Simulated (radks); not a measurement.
Question: Excited configurations of the selenium ion Se2+: one electron is placed in a higher orbital outside [Ar] 3d10 4s2 4p1. The ground configuration is [Ar] 3d10 4s2 4p2. Calculated with a radial shooting solver on a logarithmic mesh with Libxc functionals: Dirac Kohn-Sham, BLYP, spin-unpolarised, spherical densities, finite nucleus; open shells are shared between the two j in proportion to 2j + 1; Fermi nuclear charge, rms radius 4.14 fm. Excitation = E - E(ground); binding = E(ion) - E, where the ion is the core of charge +3; n* = 3/sqrt(2 binding) in atomic units, and the quantum defect is n - n*. Eigenvalue and <r> are those of j = l + 1/2.

| outer orbital | excitation (eV) | binding (eV) | n* | quantum defect | eigenvalue (eV) | <r> (bohr) |
|---|---|---|---|---|---|---|
| 5s | 14.772 | 16.059 | 2.761 | 2.239 | -13.426 | 3.939 |
| 5p | 17.993 | 12.838 | 3.088 | 1.912 | -10.615 | 4.612 |
| 6d | 25.305 | 5.526 | 4.707 | 1.293 | -4.628 | 10.42 |
| 6f | 26.931 | 3.900 | 5.603 | 0.397 | -3.253 | 14.21 |
| 7s | 25.157 | 5.674 | 4.646 | 2.354 | -4.866 | 11.14 |
| 7d | 26.926 | 3.905 | 5.600 | 1.400 | -3.309 | 15.29 |

Estimate the row for 6p.

Answer: excitation (eV) 23.265; binding (eV) 7.566; n* 4.023; quantum defect 1.977; eigenvalue (eV) -6.358; <r> (bohr) 8.055. The Delta-SCF ionisation energy is 30.831 eV (NIST Atomic Spectra Database: 31.70 eV, measured). Self-interaction in the functional shifts the binding energies and quantum defects, so they are the method's values and not measured ones. Spin polarisation and multiplet splitting are left out, so open shells lie too high by an amount that depends on their filling. Sharing an open shell by 2j + 1 raises it above the true ground level by a part of the spin-orbit splitting, which enters the differences from NIST.

Beside tabulated values, note that spin-unpolarised runs miss the spin-polarisation part of the exchange energy of open shells.
